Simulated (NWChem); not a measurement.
C$_{2}$H$_{8}$OSi; SMILES [SiH2](CC)O

```xyz
12

Si     0.5397    -0.7441     0.1638
O     -0.8760    -1.5488    -0.2165
C      0.5162     1.0440    -0.4144
C     -0.6053     1.8876     0.1868
H      1.6296    -1.4916    -0.5254
H      0.7666    -0.7741     1.6483
H     -1.6403    -1.3644     0.3357
H      0.4474     1.0379    -1.5165
H      1.5035     1.4809    -0.1777
H     -0.5310     1.9403     1.2854
H     -0.5927     2.9222    -0.1904
H     -1.5951     1.4675    -0.0555
```
Atoms are numbered in this order, from 1.

Results from NWChem. The geometry was optimised at PBE0/def2-SVP.

For level B3LYP/def2-TZVP:

```yaml
highest occupied level (eV): -7.86
orbital gap (eV): 7.90
```

Q: Estimate the same quantities for level PBE/def2-TZVP.

A: The highest occupied level (eV) comes out as -6.67. The orbital gap (eV) is 6.14.
